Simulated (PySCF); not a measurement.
## Electron correlation in Fe (iron, neutral)

[Ar] 3d5 4s2 5s1, high-spin 7S determinant (an excited configuration). Computed with PySCF 2.14 in x2c-QZVPPall with one added diffuse shell each of s, p, d, f, g type (12s8p6d5f3g, 128 functions), with scalar relativity by spin-free X2C-1e. Frozen: [Ne]; 16 electrons correlated.

MP2 pair energies summed by pair of shells (mhartree):

| pair | energy | share (%) |
| --- | --- | --- |
| 3p-3d | -171.41 | 36.4 |
| 3p-3p | -73.77 | 15.7 |
| 3d-3d | -70.72 | 15.0 |
| 3d-4s | -32.10 | 6.8 |
| 3s-3p | -31.65 | 6.7 |
| 3s-3d | -29.79 | 6.3 |
| 4s-4s | -25.73 | 5.5 |
| 3p-4s | -21.89 | 4.7 |
| 4s-5s | -5.45 | 1.2 |
| 3s-3s | -4.40 | 0.9 |
| 3s-4s | -1.64 | 0.3 |
| 3d-5s | -1.08 | 0.2 |
| 3p-5s | -0.88 | 0.2 |
| 3s-5s | -0.07 | 0.0 |

Total MP2 correlation energy: -470.54 mhartree.

Same-spin part -167.51 and opposite-spin part -303.04 mhartree; SCS-MP2 scales them by 1/3 and 6/5 to -419.48 mhartree.

This basis was not built for core-valence correlation, so the inner-shell part is incomplete.
